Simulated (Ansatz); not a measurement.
WOSFCl, SMILES [W](=[O])(=[S])([F])[Cl], multiplicity 1.

Geometry optimised at B3LYP-D3(BJ)/def2-SVP. The multiplicity is an assumed one; no other spin state was optimised. The structure was generated by enumeration; whether it is a known compound was not checked. The def2 effective core potentials stand for the cores of W; spin–orbit coupling is left out.

Two levels are set side by side: PBE/def2-SVPD (Ansatz, a quantum-chemistry and plane-wave program) and CAM-B3LYP/def2-SVPD (Ansatz). Energy differences of separate SCF runs at the same geometry; the states with an electron removed or added have multiplicity 2 and 2. Differences are taken from unrounded values.

| quantity | CAM-B3LYP | PBE | PBE minus CAM-B3LYP |
|---|---|---|---|
| vertical ionisation energy (eV) | 10.48 | 10.25 | -0.23 |
| vertical electron affinity (eV) | 1.96 | 1.39 | -0.57 |
| vertical singlet–triplet gap (eV) | 2.64 | 3.02 | 0.38 |
